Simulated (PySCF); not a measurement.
C₂H₇OSi, SMILES C[SiH](C)[O], multiplicity 2. Atoms are numbered in the order given.

```xyz
11

C      0.2180     0.7601    -1.5585
Si    -0.3850    -0.1087     0.0000
C      0.2180     0.7601     1.5585
O      0.3295    -1.6367     0.0000
H     -0.2269     1.7683    -1.6063
H      1.3146     0.8546    -1.5490
H     -0.0800     0.2115    -2.4651
H     -1.8772    -0.1753     0.0000
H      1.3146     0.8546     1.5490
H     -0.0800     0.2115     2.4651
H     -0.2269     1.7683     1.6063
```
Charge 0, spin multiplicity 2.

The structure is a stationary point at B3LYP-D3(BJ)/def2-SVP. A frequency run showed that this geometry is not a minimum. The isomer is the one that the SMILES or the coordinates give; other isomers of the formula were not compared.

Calculation: PBE0/pcH-1 (PySCF).

Unrestricted Kohn–Sham, ⟨S²⟩ = 0.754. Hyperfine tensors hold the contact and dipolar terms, without spin-orbit corrections.

Question: Estimate the hyperfine couplings. (The exact figures need the calculation; the answer reports its results.)

Answer: 
```tsv
nucleus	A(iso) (MHz)	A(iso) (G)	dipolar principal values (MHz)
13C no. 1	29.4	10.5	-5.4, -5.2, 10.6
29Si no. 2	48.8	17.4	-2.3, -1.1, 3.4
13C no. 3	29.4	10.5	-5.4, -5.2, 10.6
17O no. 4	-32.8	-11.7	-262.2, 130.1, 132.1
1H no. 5	13.4	4.8	-3.3, -1.1, 4.4
1H no. 6	-3.6	-1.3	-4.0, -1.2, 5.1
1H no. 7	-4.9	-1.7	-4.3, -1.3, 5.6
1H no. 8	-6.3	-2.2	-3.5, -3.2, 6.7
1H no. 9	-3.6	-1.3	-4.0, -1.2, 5.1
1H no. 10	-4.9	-1.7	-4.3, -1.3, 5.6
1H no. 11	13.4	4.8	-3.3, -1.1, 4.4
```
